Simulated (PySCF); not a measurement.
H$_{6}$O$_{4}$Si$_{2}$ (SMILES O[Si](O)(O)O[SiH3]), singlet, at a GFN2-xTB geometry; DF-R2SCAN/def2-SV(P) (PySCF).

PySCF was given this input:
```python
from pyscf import gto, scf, dft

mol = gto.Mole()
mol.atom = '''
    O    -0.082933   -1.336637    1.403075
    Si    0.637595   -0.306986    0.383995
    O     1.248342    0.927343    1.233910
    O     1.832754   -1.060329   -0.400437
    O    -0.419752    0.235815   -0.726983
    Si   -1.842553    0.881900   -1.126914
    H    -0.602211   -0.987955    2.121266
    H     1.854266    1.522131    0.802153
    H     1.639106   -1.870365   -0.862450
    H    -1.726600    1.078315   -2.569653
    H    -2.019147    2.141700   -0.399851
    H    -2.903293   -0.062157   -0.767125
'''
mol.basis = 'def2-sv(p)'
mol.charge = 0
mol.spin = 0
mol.verbose = 4
mol.max_memory = 1800
mol.build()

mf = dft.RKS(mol)
mf.xc = 'r2scan'
mf = mf.density_fit(auxbasis='def2-universal-jkfit')
mf.kernel()
```

Question: What does PySCF print? Leave out banner, timings and long lists.

Answer: 
```
PySCF version 2.14.0

[INPUT] verbose = 4
[INPUT] num. atoms = 12
[INPUT] num. electrons = 66
[INPUT] charge = 0
[INPUT] spin (= nelec alpha-beta = 2S) = 0
[INPUT] symmetry False subgroup None
[INPUT] Mole.unit = angstrom
[INPUT] Symbol           X                Y                Z      unit          X                Y                Z       unit  Magmom
[INPUT]  1 O     -0.082933000000  -1.336637000000   1.403075000000 AA   -0.156720656689  -2.525877857960   2.651427482224 Bohr   0.0
[INPUT]  2 Si     0.637595000000  -0.306986000000   0.383995000000 AA    1.204879928392  -0.580119464076   0.725645383202 Bohr   0.0
[INPUT]  3 O      1.248342000000   0.927343000000   1.233910000000 AA    2.359024489792   1.752424293533   2.331751962362 Bohr   0.0
[INPUT]  4 O      1.832754000000  -1.060329000000  -0.400437000000 AA    3.463403113701  -2.003731411934  -0.756716260142 Bohr   0.0
[INPUT]  5 O     -0.419752000000   0.235815000000  -0.726983000000 AA   -0.793216320238   0.445625766064  -1.373798767215 Bohr   0.0
[INPUT]  6 Si    -1.842553000000   0.881900000000  -1.126914000000 AA   -3.481920539996   1.666549469254  -2.129558825938 Bohr   0.0
[INPUT]  7 H     -0.602211000000  -0.987955000000   2.121266000000 AA   -1.138013859200  -1.866964373395   4.008611777352 Bohr   0.0
[INPUT]  8 H      1.854266000000   1.522131000000   0.802153000000 AA    3.504054902093   2.876410715710   1.515849479998 Bohr   0.0
[INPUT]  9 H      1.639106000000  -1.870365000000  -0.862450000000 AA    3.097461429131  -3.534477602972  -1.629794296131 Bohr   0.0
[INPUT] 10 H     -1.726600000000   1.078315000000  -2.569653000000 AA   -3.262801126674   2.037720026010  -4.855940405167 Bohr   0.0
[INPUT] 11 H     -2.019147000000   2.141700000000  -0.399851000000 AA   -3.815634835237   4.047226440981  -0.755608880633 Bohr   0.0
[INPUT] 12 H     -2.903293000000  -0.062157000000  -0.767125000000 AA   -5.486428629367  -0.117459706725  -1.449656153307 Bohr   0.0

nuclear repulsion = 415.395267909992
number of shells = 52
number of NR pGTOs = 192
number of NR cGTOs = 104
basis = def2-sv(p)
ecp = {}

******** <class 'pyscf.df.df_jk.DFRKS'> ********
method = DFRKS
initial guess = minao
damping factor = 0
level_shift factor = 0
DIIS = <class 'pyscf.scf.diis.CDIIS'>
diis_start_cycle = 1
diis_space = 8
diis_damp = 0
SCF conv_tol = 1e-09
SCF conv_tol_grad = None
SCF max_cycles = 50
direct_scf = False
XC library pyscf.dft.libxc version 7.1.2
    S. Lehtola, C. Steigemann, M. J. T. Oliveira, and M. A. L. Marques,  SoftwareX 7, 1–5 (2018)
XC functionals = r2scan
    J. W. Furness, A. D. Kaplan, J. Ning, J. P. Perdew, and J. Sun,  J. Phys. Chem. Lett. 11, 8208–8215 (2020)
    J. W. Furness, A. D. Kaplan, J. Ning, J. P. Perdew, and J. Sun,  J. Phys. Chem. Lett. 11, 9248–9248 (2020)
    J. W. Furness, A. D. Kaplan, J. Ning, J. P. Perdew, and J. Sun,  J. Phys. Chem. Lett. 11, 8208–8215 (2020)
    J. W. Furness, A. D. Kaplan, J. Ning, J. P. Perdew, and J. Sun,  J. Phys. Chem. Lett. 11, 9248–9248 (2020)
radial grids:
    Treutler-Ahlrichs [JCP 102, 346 (1995); DOI:10.1063/1.469408] (M4) radial grids

becke partition: Becke, JCP 88, 2547 (1988); DOI:10.1063/1.454033
pruning grids: <function nwchem_prune>
grids dens level: 3
symmetrized grids: False
atomic radii adjust function: <function treutler_atomic_radii_adjust>
small_rho_cutoff = 0
Set gradient conv threshold to 3.16228e-05
Initial guess from minao.
tot grids = 153536
init E= -883.685339525176
  HOMO = -0.363833221951928  LUMO = -0.0565065494599075  gap/eV = 8.36278
cycle= 1 E= -882.704501930505  delta_E= 0.981  |g|= 1.39  |ddm|= 3.55
  HOMO = -0.0996784086621361  LUMO = 0.0225403781076623  gap/eV = 3.32574
cycle= 2 E= -882.152972998085  delta_E= 0.552  |g|= 2.17  |ddm|= 2.61
  HOMO = -0.275973192564597  LUMO = 0.00709725831184871  gap/eV = 7.70274
cycle= 3 E= -883.05115003953  delta_E= -0.898  |g|= 0.147  |ddm|= 1.82
  HOMO = -0.266806865087592  LUMO = 0.00728632205219704  gap/eV = 7.45846
cycle= 4 E= -883.053202755347  delta_E= -0.00205  |g|= 0.114  |ddm|= 0.194
  HOMO = -0.26933477647507  LUMO = 0.00540416355266915  gap/eV = 7.47603
cycle= 5 E= -883.055621840641  delta_E= -0.00242  |g|= 0.00846  |ddm|= 0.0843
  HOMO = -0.26918983415467  LUMO = 0.00630237049425197  gap/eV = 7.49652
cycle= 6 E= -883.055637154642  delta_E= -1.53e-05  |g|= 0.00138  |ddm|= 0.00925
  HOMO = -0.269281559672539  LUMO = 0.00623937252498763  gap/eV = 7.49731
cycle= 7 E= -883.055637523468  delta_E= -3.69e-07  |g|= 0.000605  |ddm|= 0.00185
  HOMO = -0.269286708669533  LUMO = 0.00626069118108585  gap/eV = 7.49803
cycle= 8 E= -883.055637586802  delta_E= -6.33e-08  |g|= 0.000239  |ddm|= 0.000599
  HOMO = -0.269283905081692  LUMO = 0.00626802131851933  gap/eV = 7.49815
cycle= 9 E= -883.05563759772  delta_E= -1.09e-08  |g|= 2.96e-05  |ddm|= 0.000214
  HOMO = -0.269286248962053  LUMO = 0.00626323413983076  gap/eV = 7.49808
cycle= 10 E= -883.055637597982  delta_E= -2.62e-10  |g|= 5.38e-06  |ddm|= 4.61e-05
  HOMO = -0.26928730820468  LUMO = 0.0062630573483955  gap/eV = 7.49811
Extra cycle  E= -883.055637597981  delta_E= 1.36e-12  |g|= 5.2e-06  |ddm|= 1.28e-05
converged SCF energy = -883.055637597981
```
